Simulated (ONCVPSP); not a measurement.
## O (Z = 8): one change to an ONCV potential, before and after

ONCVPSP 4.0.1 input, shortened (lines: element, Z, core and valence counts, functional; n l f; lmax; l rc ep ncon nbas qcut; lloc lpopt rc5 dvloc0; l nproj debl; icmod fcfact rcfact), LDA (Perdew-Wang 92), scalar-relativistic:

```
  O 8.00    1    2  -001012      upf
    1    0    2.00
    2    0    2.00
    2    1    3.50
    2
    0    0.75    0.00    4    7    9.40
    1    1.10    0.00    5   10   14.30
    2    1.00    0.29    3    8    9.70
    4    3    0.55    3.00
    0    2    2.20
    1    2    1.40
    2    1    1.30
    1    0.25    0.00
```

All-electron outer shells of the reference configuration (LDA (PZ), scalar-relativistic, ld1.x):

```csv
shell,level (eV),outermost node (bohr),outermost maximum (bohr)
1s,-519.61,–,0.13
2s,-31.16,0.28,0.87
2p,-16.43,–,0.80
```

Change: all radii but the core radius scaled by about 1.16 (s 0.86, p 1.28, d 1.16 bohr); local potential polynomial inside 0.64 bohr (lpopt 3, dvloc0 3 Ha).

Cutoffs: the cutoffs (Ha) at which the residual kinetic energy of the hardest occupied pseudo-wave falls to 1 and 0.1 mHa per electron; they do not see the model core or the augmentation charge, which bear on the density cutoff. Errors are all-electron minus pseudo energies relative to the spin-unpolarised reference configuration.

Question: What does the change do?

Answer: The potential gets softer (60 Ha and 89 Ha → 52 Ha and 86 Ha); of the 4 tests that both files solve, the error grows in 4 and shrinks in 0 by more than 15 % and 0.3 meV (median size 5.5 → 14.3 meV); neither file shows a bound ghost. A larger radius leaves more room for a smooth pseudo-wave, so fewer plane waves are needed. More of the atom is replaced by a form fitted at one configuration, so other configurations suffer.

| quantity | base | changed |
| --- | --- | --- |
| cutoff, loose | 60 Ha | 52 Ha |
| cutoff, tight | 89 Ha | 86 Ha |
| loose cutoff by channel | s 42 Ha, p 60 Ha | s 40 Ha, p 52 Ha |
| bound ghosts | none | none |
| GHOST(+) flags under 300 eV | none | none |
| error for 2s2 2p4, meV [ΔE -6.37 eV] | +0.7 | +1.1 |
| error for 2s2 2p3, meV [ΔE 10.22 eV] | 0.0 | +1.1 |
| error for 2s2 2p2, meV [ΔE 43.93 eV] | +10 | +27 |
| error for 2s0 2p6, meV [ΔE 22.86 eV] | +35 | +55 |
| rms error of d²Exc/dni dnj with the model core, mHa | 1.07 | 1.15 |
